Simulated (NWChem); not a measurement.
## Atomisation of OZn

```
Zn
O 1 1.7049
```
Charge 0, spin multiplicity 1.

Program: NWChem. All single points use one geometry, from B3LYP/def2-SVP, a minimum by its harmonic frequencies.

Basis set: def2-TZVP. The atomisation energy is electronic alone: no zero-point, thermal, spin-orbit or counterpoise terms. No value is extrapolated to the basis-set limit. Free atoms are single determinants with multiplicities Zn 1, O 3.

B3LYP has NWChem's definition, with VWN1-RPA local correlation. The structure started from a generated list of species. The stability of the SCF solutions was not checked. Open-shell Hartree-Fock references start from PBE0 orbitals.

Q: For the atomisation energy, HF gives -45.4 kcal/mol and PBE0 gives 26.7 kcal/mol. What do B3LYP, PBE, M06-2X give?

A: B3LYP: 27.3 kcal/mol; PBE: 43.9 kcal/mol; M06-2X: 23.1 kcal/mol.
